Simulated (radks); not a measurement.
Task: Spherical quantum dot in the effective-mass picture: electrons in a hard-walled sphere of radius 4.64, with a point charge +1 (a donor) at the centre, all in effective atomic units (hartree* = m*/eps^2 hartree, bohr* = eps/m* bohr), one dielectric constant everywhere. Method: non-relativistic Kohn-Sham, LDA (Slater exchange, Perdew-Wang correlation), spin-polarised, spherical densities; computed with a radial shooting solver with Libxc functionals. Levels are named by radial order and angular momentum (1s, 1p, 1d, 2s, ...), and open shells are averaged over m. At N = 30 the configuration is 1s2 1p6 1d10 2s(up 1, down 0) 1f(up 7, down 4). Does electron 31 go into 2s down or 1g up or 1f down?

Result: Into 1f down. The total energies of the other choices lie higher by 0.159 hartree* (2s down), 0.313 hartree* (1g up).
